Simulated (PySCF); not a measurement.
# Vertical ionisation of several complexes

Computed with PySCF 2.14.0, TPSS, def2-SVP on the ligands and scalar-relativistic core potentials on the metal (def2; Stuttgart 1997 for actinides; CRENBL for Ra), no spin-orbit coupling, vacuum. One electron is taken off at the relaxed geometry; the lower of the one or two spin states computed is given. Charges are Mulliken's.

The compounds:

```tsv
compound	state	point group	M–first ligand (Å)
[BiF6]−	singlet	Oh	2.056
[WO3Br]−	singlet	C3v	1.760
[WOF5]−	singlet	C4v	1.742
[WO3(OH)]−	singlet	Cs	1.769
[Pb(SH)3]−	singlet	C1, nearly C3	2.704
```

Task: Order them by vertical ionisation energy, lowest first.
A. [Pb(SH)3]−
B. [WOF5]−
C. [BiF6]−
D. [WO3(OH)]−
E. [WO3Br]−

Result: A (3.11 eV), D (4.46 eV), E (5.02 eV), B (6.59 eV), C (6.97 eV).

Task: What are the other results?

Result: 
```json
{"compound": "[BiF6]−", "ionisation energy (eV)": "6.97", "−ε(HOMO) (eV)": "3.84", "state after": "doublet", "change of charge on M (e)": "0.09", "spin on M after (e)": "-0.05"}
{"compound": "[WO3Br]−", "ionisation energy (eV)": "5.02", "−ε(HOMO) (eV)": "1.85", "state after": "doublet", "change of charge on M (e)": "0.23", "spin on M after (e)": "-0.18"}
{"compound": "[WOF5]−", "ionisation energy (eV)": "6.59", "−ε(HOMO) (eV)": "3.26", "state after": "doublet", "change of charge on M (e)": "0.20", "spin on M after (e)": "-0.09"}
{"compound": "[WO3(OH)]−", "ionisation energy (eV)": "4.46", "−ε(HOMO) (eV)": "1.19", "state after": "doublet", "change of charge on M (e)": "0.30", "spin on M after (e)": "-0.17"}
{"compound": "[Pb(SH)3]−", "ionisation energy (eV)": "3.11", "−ε(HOMO) (eV)": "0.69", "state after": "doublet", "change of charge on M (e)": "0.19", "spin on M after (e)": "0.05"}
```

One start shape was tried for each compound. Distances are means of the shortest metal–ligand contacts. Open shells may have lower solutions than those found. Not shown here to be minima: [BiF6]−, [WO3Br]−, [WOF5]−, [WO3(OH)]−, [Pb(SH)3]−.
